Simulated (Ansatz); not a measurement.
W6S15, a cluster. The state is a singlet with charge 0. Geometry PBE-D4/def2-SVP.

```xyz
21

W     1.137   -2.534   -2.051
W    -0.994   -1.370   -0.211
W    -3.070   -0.283    1.554
W     1.508    0.089   -0.792
W    -0.514    1.280    1.002
W     1.932    2.817    0.496
S     1.405   -2.134    0.245
S    -0.121   -0.605   -2.492
S    -0.005   -4.415   -2.464
S     3.051   -2.346   -3.013
S    -0.915   -0.942    2.205
S    -2.442    0.587   -0.531
S    -1.729   -3.315   -0.887
S    -3.933    1.277    2.908
S    -4.265   -2.043    1.238
S     1.800    0.783    1.654
S     0.273    2.312   -1.082
S     3.455    0.819   -1.470
S    -1.725    2.496    2.358
S     1.213    4.389    1.776
S     3.939    3.138   -0.444
```

In the def2 sets W takes a core potential; there is no spin–orbit coupling. Single mean-field runs in def2-SVP, def2-TZVP are fitted with def2-universal-jkfit. The restricted singlet is unstable towards broken spin symmetry in Hartree–Fock (as tested in another run); at PBE-D4/def2-TZVP, BLYP-D4/def2-TZVP, r2SCAN-D4/def2-TZVP, PBE0-D4/def2-SVP this wasn't settled.

Q: Estimate the orbital energies around the gap (eV) in Ansatz with PBE-D4/def2-SVP, PBE-D4/def2-TZVP, BLYP-D4/def2-TZVP, r2SCAN-D4/def2-TZVP, PBE0-D4/def2-SVP.

A: 
| orbital | PBE-D4/def2-SVP | PBE-D4/def2-TZVP | BLYP-D4/def2-TZVP | r2SCAN-D4/def2-TZVP | PBE0-D4/def2-SVP |
| --- | --- | --- | --- | --- | --- |
| HOMO−13 | -7.68 | -7.53 | -7.29 | -7.85 | -8.85 |
| HOMO−12 | -7.68 | -7.53 | -7.29 | -7.85 | -8.85 |
| HOMO−11 | -7.65 | -7.51 | -7.27 | -7.82 | -8.84 |
| HOMO−10 | -7.65 | -7.51 | -7.27 | -7.82 | -8.84 |
| HOMO−9 | -7.50 | -7.34 | -7.10 | -7.66 | -8.61 |
| HOMO−8 | -7.39 | -7.28 | -7.05 | -7.57 | -8.52 |
| HOMO−7 | -7.26 | -7.14 | -6.91 | -7.44 | -8.38 |
| HOMO−6 | -7.26 | -7.14 | -6.91 | -7.44 | -8.38 |
| HOMO−5 | -6.91 | -6.74 | -6.49 | -7.02 | -7.99 |
| HOMO−4 | -6.52 | -6.32 | -6.10 | -6.55 | -7.50 |
| HOMO−3 | -6.52 | -6.32 | -6.10 | -6.55 | -7.50 |
| HOMO−2 | -6.21 | -6.05 | -5.85 | -6.30 | -7.26 |
| HOMO−1 | -5.90 | -5.73 | -5.51 | -5.96 | -6.80 |
| HOMO | -5.90 | -5.73 | -5.51 | -5.96 | -6.80 |
| LUMO | -5.05 | -4.91 | -4.68 | -5.03 | -4.85 |
| LUMO+1 | -4.44 | -4.30 | -4.10 | -4.31 | -3.93 |
| LUMO+2 | -4.44 | -4.30 | -4.10 | -4.31 | -3.93 |
| LUMO+3 | -4.40 | -4.24 | -4.05 | -4.30 | -3.82 |
| LUMO+4 | -4.40 | -4.24 | -4.05 | -4.30 | -3.82 |
| LUMO+5 | -4.21 | -4.08 | -3.88 | -4.08 | -3.56 |
